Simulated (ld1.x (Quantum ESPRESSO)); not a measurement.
## Cu: one change to an ultrasoft potential, before and after

* Element: Cu
* Generator: ld1.x (Quantum ESPRESSO) 7.5
* Type: ultrasoft
* Functional: PBE
* Relativity: scalar-relativistic
* Frozen core: [Ar]
* Valence charge: 11
* Reference configuration: 3d10 4s0 4p0 (charge +1)
* Partial waves: 4s (bound, empty): rcut 1.35, rcutus 1.90 bohr; 4s channel at 2.75 Ry: rcut 1.35, rcutus 1.90 bohr; 4p (bound, empty): rcut 2.30, rcutus 3.05 bohr; 4p channel at 3.1 Ry: rcut 2.30, rcutus 3.05 bohr; 3d (bound): rcut 1.55, rcutus 1.75 bohr; 3d channel at -0.5 Ry: rcut 1.55, rcutus 1.75 bohr
* Local potential: all-electron potential smoothed inside 2.20 bohr (lloc = -1)
* Core correction: none
* Augmentation charge: built from norm-conserving waves at rcut, not smoothed further

All-electron outer shells of the reference configuration (PBE, scalar-relativistic, ld1.x):

```
shell  level (eV)  outermost node (bohr)  outermost maximum (bohr)
   3p      -80.79                   0.26                      0.62
   3d      -13.66                      –                      0.60
   4s      -11.89                   0.89                      2.13
   4p       -6.55                   0.97                      2.81
```

Change: waves 4s (bound): rcut 1.16, rcutus 1.22 bohr; 4s channel at 2.75 Ry: rcut 1.16, rcutus 1.22 bohr.

Cutoffs: the cutoffs (Ry, on a coarse ladder) from which the occupation-weighted sum of valence levels, in a spherical-Bessel basis at the reference potential, stays within 10 and 1 mRy of its value at 400 Ry; they do not see the model core or the augmentation charge, which bear on the density cutoff. Errors are all-electron minus pseudo energies relative to the spin-unpolarised reference configuration.

**Question.** Predict the effect on cutoff, ghosts and configuration errors.

**Answer.** The potential gets neither clearly harder nor softer (35 Ry and 55 Ry → 35 Ry and 55 Ry); the bound ghosts move from p to p, s; the number of tests that count goes from 7 to 3; the errors of the 3 common tests hardly move.

```tsv
quantity	base	changed
cutoff, loose	35 Ry	35 Ry
cutoff, tight	55 Ry	55 Ry
bound ghosts	p	s, p
tests counted (converged, no solver errors)	7 of 7	3 of 7
error for 3d9 4s0 4p0, meV [ΔE 21.33 eV]	+58	+58
error for 3d8 4s0 4p0, meV [ΔE 60.35 eV]	+441	+440
error for 3d7 4s0 4p0, meV [ΔE 120.06 eV]	+1506	+1505
s: phases at 3.28 bohr within 0.05 rad from the reference energy up to (Ry; the scan ends near 5)	to the end of the scan	to the end of the scan
p: phases at 3.28 bohr within 0.05 rad from the reference energy up to (Ry; the scan ends near 5)	0.8	0.8
d: phases at 3.28 bohr within 0.05 rad from the reference energy up to (Ry; the scan ends near 5)	0.2	0.2
lowest overlap eigenvalue by channel	s 0.53, p 0.39, d 1.00	s 0.17, p 0.39, d 1.00
```

Changed file: The cutoffs count occupied waves only; the empty 4s level needs 50 Ry at the loose tolerance. Tests not counted: 3d10 4s1 4p0 (solver errors, printed error -3.5 eV); 3d9 4s1 4p0 (solver errors, printed error -4.2 eV); 3d9 4s2 4p0 (solver errors, printed error -1103 eV); 3d9 4s1 4p1 (solver errors, printed error -3.6 eV). A true bound ghost makes a file unfit for plane-wave use even where its test errors are small: the radial tests pick states by their node count and pass the ghost by. Where a test does run into it, the solver fails or the error is huge.
